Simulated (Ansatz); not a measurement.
The cluster Al₂Cu₃⁺. Charge 1, multiplicity 1. Geometry r2SCAN-D4/def2-SVP, basis def2-TZVP, Ansatz.

Cartesian coordinates in Å:
```
Al -1.657 1.671 -1.846
Al -1.010 0.082 1.671
Cu 1.818 -0.921 -0.758
Cu -0.144 0.253 -0.458
Cu 0.993 -1.085 1.390
```

```csv
run,HOMO (eV),LUMO (eV)
A,-8.66,-7.46
B,-8.64,-7.58
C,-8.73,-7.12
D,-10.75,-4.95
E,-9.07,-6.77
```

LC-ωPBE has ω = 0.4 bohr⁻¹. HSE06 is defined as in plane-wave codes, on full-range PBE exchange. No other spin state of charge 1 was run. Another isomer (singlet) lies 1.76 eV lower at PBE0-D4/def2-TZVP; other spin states weren't run for this one.

**Question.** The runs used HSE06, LC-ωPBE, PBE, PBE0, r2SCAN. Estimate which is which.

**Answer.** A r2SCAN (0 % exact exchange); B PBE (0 % exact exchange); C HSE06 (range-separated); D LC-ωPBE (range-separated); E PBE0 (25 % exact exchange). Exact exchange lowers occupied and raises empty levels; among semilocal functionals meta-GGAs tend to open the gap a little, and such runs are hard to tell apart. The gap grows from 1.06 eV (PBE) to 5.79 eV (LC-ωPBE). The restricted singlet is unstable towards broken spin symmetry in Hartree–Fock (as tested in another run); at r2SCAN-D4/def2-TZVP, PBE-D4/def2-TZVP, HSE06-D4/def2-TZVP, LC-ωPBE/def2-TZVP and others this wasn't settled.
